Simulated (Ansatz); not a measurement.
C₂H₈BNSn (`B/C(N)=[CH]/[SnH3]`) at its PBE0-D4/def2-TZVP geometry, where that method's forces vanish. Charge 0, multiplicity 1. Sn: def2 effective core potential.

```xyz
13

B    -0.8783    2.1539   -0.1379
C    -0.4414    0.6817   -0.2927
N    -1.1740   -0.1451   -1.1159
C     0.6322    0.2802    0.4355
Sn    1.3576   -1.7037    0.6173
H    -0.1624    2.9232    0.4273
H    -1.9415    2.5222   -0.5554
H    -2.0992    0.1652   -1.3554
H    -1.0888   -1.1430   -0.9999
H     1.1584    1.0542    0.9813
H     1.9014   -1.9794    2.2104
H     2.6421   -2.0048   -0.4680
H     0.0940   -2.8045    0.2532
```

(1) What forces (eV/Å) does r2SCAN-D4/def2-TZVPP give on these atoms in Ansatz? (An estimate is asked.)

Answers

(1) The calculation gave: 
```
B1  -0.031  0.061 -0.005
C2  -0.140  0.255 -0.038
N3  -0.069 -0.078 -0.099
C4   0.229 -0.070  0.163
Sn5  0.018 -0.070  0.019
H6  -0.028 -0.028 -0.022
H7   0.025 -0.020  0.009
H8  -0.025  0.004 -0.010
H9   0.003 -0.040 -0.005
H10  0.011 -0.015 -0.007
H11 -0.001  0.002 -0.015
H12 -0.006 -0.003  0.004
H13  0.013  0.003  0.005
```
